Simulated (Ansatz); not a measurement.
Reaction (ligand exchange at the Si–C bond): `N=C([SiH3])[SeH]` + `[OH][Al]([OH])[SH]` → `[OH][Al]([SH])[O][SiH3]` + `N=C[SeH]`

Gas-phase electronic energies from Ansatz, PBE0-D4/def2-TZVP geometries. CBS: MP2 limit from def2 TZ/QZ plus the TZ coupled-cluster correction, frozen cores. This one scheme is used for every species. Functionals use def2-TZVPP. For Se outer-core shells are correlated without core-valence functions, which leaves a few kJ/mol of doubt a bond. Scalar relativity is left out up to krypton. Each species was taken in one conformer, which may not be the lowest.

```
        level  ΔE (kJ/mol)
      PBE0-D4       -107.7
HF/def2-TZVPP       -147.7
```

Task: What does CCSD(T)/CBS give? (Best estimate.)

Result: The calculation gave: -112.9 kJ/mol. The listed levels differ from it by 5.2, -34.8 kJ/mol.

Largest T1 diagnostic among the species: 0.012.

In def2-TZVPP, CCSD(T) changes the Hartree–Fock value by +31.9 kJ/mol (the triples alone add +5.7 kJ/mol) and MP2 by +32.4 kJ/mol. The D4 term adds +5.2 kJ/mol with B3LYP and +2.5 kJ/mol with PBE0; it sums over pairs of atoms, weighted by their polarisabilities, and B3LYP, whose exchange is more repulsive, gets the larger term.

B3LYP here is the variant with VWN-RPA as its local correlation; programs differ in this.
